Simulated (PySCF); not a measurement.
# Peak assignment

Geometry:
```
atom   x (Å)   y (Å)   z (Å)
  C1   2.904  -0.453   1.291
  C2   1.603  -0.662   1.153
 Si3   0.717  -0.741  -0.500
  C4  -1.024   0.023  -0.156
  C5  -0.998   1.444   0.376
 Cl6  -1.835  -1.054   1.033
  C7  -1.854  -0.039  -1.412
  F8  -3.103   0.432  -1.276
  F9  -1.288   0.696  -2.392
 F10  -1.969  -1.279  -1.907
 H11   3.388  -0.433   2.255
 H12   3.544  -0.290   0.440
 H13   1.012  -0.825   2.047
 H14   0.498  -2.112  -0.957
 H15   1.352   0.095  -1.522
 H16  -0.409   1.485   1.288
 H17  -0.543   2.096  -0.367
 H18  -2.004   1.804   0.591
```

Level of theory: shieldings: GIAO PBE0/pcSseg-1, coordinates at the GFN2-xTB level, in PySCF (rapidly exchanging positions averaged, no relativistic terms, in vacuum, single conformer).

δ = σ(ref) − σ, references computed at the same level: TMS for 13C, 1H.

Question: Assign these signals to the numbered atoms. 13C{1H} NMR (computed): δ 148.1, 136.9, 136.8, 59.6, 22.8.

Answer: 
148.1 → C1, terminal =CH2 carbon: the olefinic region
136.9 → C2, alkene CH: the olefinic region
136.8 → C7, CF3 carbon: 3 electronegative neighbours deshield it
59.6 → C4, fully substituted sp3 carbon bonded to Cl and Si: deshielded by the electronegative neighbour
22.8 → C5, methyl carbon: aliphatic region, no heteroatom directly attached

C2 and C7 lie closer than the usual error of such a calculation, so a measured spectrum could show them in the other order.

Question: Assign these signals to the numbered atoms. 1H NMR (400 MHz, computed): δ 6.72 (m, 1H), 6.69 (m, 1H), 6.39 (m, 1H), 4.78 (m, 1H), 4.65 (m, 1H), 1.75 (s, 3H).

Answer: 
```tsv
δ (ppm)	atoms	environment	reason
6.72	H11	hydrogen on a terminal =CH2 carbon	olefinic region
6.69	H13	hydrogen on an alkene CH	olefinic region
6.39	H12	hydrogen on a terminal =CH2 carbon	a vinylic proton, deshielded by the sp2 carbon and the C=C anisotropy
4.78	H14	hydrogen on a silicon bonded to 2 C	–
4.65	H15	hydrogen on a silicon bonded to 2 C	–
1.75	H16/H17/H18	hydrogen on a methyl carbon	–
```

H11 and H13 lie closer than the usual error of such a calculation, so a measured spectrum could show them in the other order.

Carbons that carry Cl, above all several Cl atoms, come out too deshielded, partly because spin–orbit coupling is missing. Splittings by 19F in the carbon and heteronuclear signals aren't shown, as no couplings were computed. Shifts are as computed. Against solution values, carbons near 30 ppm lie about +3 ppm off and those near 130 ppm about +5 ppm; carbons on Cl a further +6 ppm. Of 1211 compounds with measured shifts, 218 miss one by over three times the rms of a fit or turn the order of signals round; such compounds aren't used in these exercises. No couplings were computed; multiplicities are counted from neighbouring protons, with m where these are inequivalent, close in shift, in a saturated or five-membered ring or joined by F or P, and br s for small geminal =CH2 splittings.
